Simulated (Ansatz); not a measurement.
Compare A (`[SiH3]C1=C(Cl)C1`) with its isomer B (`ClCC1=C[SiH2]1`).

Computed with Ansatz on PBE0-D4/def2-TZVP structures; ΔE is electronic, products minus reactants. CBS: MP2 limit from def2 TZ/QZ plus the TZ coupled-cluster correction, frozen cores. Functionals use def2-TZVPP. B3LYP here is the variant with VWN-RPA as its local correlation; programs differ in this. Each species was taken in one conformer, which may not be the lowest.

(1) Which is lower in electronic energy at CCSD(T)/CBS, and by how much? (Estimate.)

(2) Give E(B) − E(A) in kJ/mol with B3LYP, PBE-D4, ωB97M-V, B2PLYP, CCSD(T)/def2-TZVPP, PBE0-D4, CCSD/def2-TZVPP. (An estimate is asked.)

Largest T1 diagnostic: 0.012.

Answers

(1) Computed: B, by 60.1 kJ/mol.

(2) Computed: B3LYP -50.4, PBE-D4 -48.5, ωB97M-V -60.3, B2PLYP -52.6, CCSD(T)/def2-TZVPP -55.8, PBE0-D4 -54.1, CCSD/def2-TZVPP -57.0. None reverses the order clearly.

From PBE to PBE0 (25 % exact exchange), in def2-TZVPP and without D4, E(B) − E(A) moves by −5.7 kJ/mol. In def2-TZVPP, CCSD(T) changes the Hartree–Fock value by +3.9 kJ/mol (the triples alone add +1.2 kJ/mol) and MP2 by +8.1 kJ/mol.
